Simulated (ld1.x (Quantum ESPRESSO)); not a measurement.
# Which change was made? (B, TM semilocal)

boron (B), norm-conserving Troullier–Martins (semilocal form), made with ld1.x (Quantum ESPRESSO) 7.5 (PBE, scalar-relativistic). Core [He], reference 2s1.5 2p1.5. Waves: 2s (bound): rc 1.45 bohr; 2p (bound): rc 2.85 bohr; 3d channel at 0.45 Ry: rc 2.65 bohr. Local part: the d channel. Core correction: Bessel-smoothed model core inside 0.80 bohr.

Cutoffs, loose and tight: the cutoffs (Ry, on a coarse ladder) from which the occupation-weighted sum of valence levels, in a spherical-Bessel basis at the reference potential, stays within 10 and 1 mRy of its value at 400 Ry. They do not see the model core or the augmentation charge, which bear on the density cutoff. Test errors are all-electron minus pseudo excitation energies from the reference, over the configurations 2s2 2p1; 2s2 2p0; 2s1 2p0; 2s1 2p1; 2s0 2p3; 2s2 2p0.5; 2s2 2p1.3; variants that change the core or the reference have their own tests.

The base gives: outcome: generated; cutoff, loose: 18 Ry; cutoff, tight: 50 Ry; bound ghosts: none; largest test error (meV): +308.

Problem. After one change the result is: outcome: generated; cutoff, loose: 12 Ry; cutoff, tight: 30 Ry; bound ghosts: none; largest test error (meV): +766. Which change was it?
A. all radii but the core radius scaled by about 1.31 (s 1.90, p 3.74, d 3.48 bohr)
B. wave 2s (bound): rc 1.45 bohr becomes 2s (bound): rc 1.06 bohr
C. reference 2s1 2p0
D. type PAW, which also changes the form from semilocal to separable; waves now 2s (bound): rcut 1.25, rcutus 1.45 bohr; 2s channel at 2.2 Ry: rcut 1.25, rcutus 1.45 bohr; 2p (bound): rcut 2.50, rcutus 2.85 bohr; 2p channel at 1.75 Ry: rcut 2.50, rcutus 2.85 bohr; 3d channel at 0.45 Ry: rcut 2.30, rcutus 2.65 bohr; 3d channel at 1.75 Ry: rcut 2.30, rcutus 2.65 bohr; local potential all-electron potential smoothed inside 1.75 bohr (lloc = -1); augmentation PSQ, radius 1.30 bohr
E. wave 2p (bound): rc 2.85 bohr becomes 2p (bound): rc 3.68 bohr

Solution. A. The others give: wave 2p (bound): rc 2.85 bohr becomes 2p (bound): rc 3.68 bohr → outcome: generated; cutoff, loose: 18 Ry; cutoff, tight: 50 Ry; bound ghosts: none; largest test error (meV): +695 | type PAW, which also changes the form from semilocal to separable; waves now 2s (bound): rcut 1.25, rcutus 1.45 bohr; 2s channel at 2.2 Ry: rcut 1.25, rcutus 1.45 bohr; 2p (bound): rcut 2.50, rcutus 2.85 bohr; 2p channel at 1.75 Ry: rcut 2.50, rcutus 2.85 bohr; 3d channel at 0.45 Ry: rcut 2.30, rcutus 2.65 bohr; 3d channel at 1.75 Ry: rcut 2.30, rcutus 2.65 bohr; local potential all-electron potential smoothed inside 1.75 bohr (lloc = -1); augmentation PSQ, radius 1.30 bohr → outcome: generated; cutoff, loose: 8 Ry; cutoff, tight: 15 Ry; bound ghosts: none; largest test error (meV): -3.4 | wave 2s (bound): rc 1.45 bohr becomes 2s (bound): rc 1.06 bohr → outcome: generated; cutoff, loose: 21 Ry; cutoff, tight: 70 Ry; bound ghosts: none; largest test error (meV): +307 | reference 2s1 2p0 → outcome: generated; cutoff, loose: 18 Ry; cutoff, tight: 50 Ry; bound ghosts: none; largest test error (meV): +459. In the semilocal form every listed channel keeps its own potential, so the choice of the local channel does not act on these tests. It acts once the file is put into the separable form.
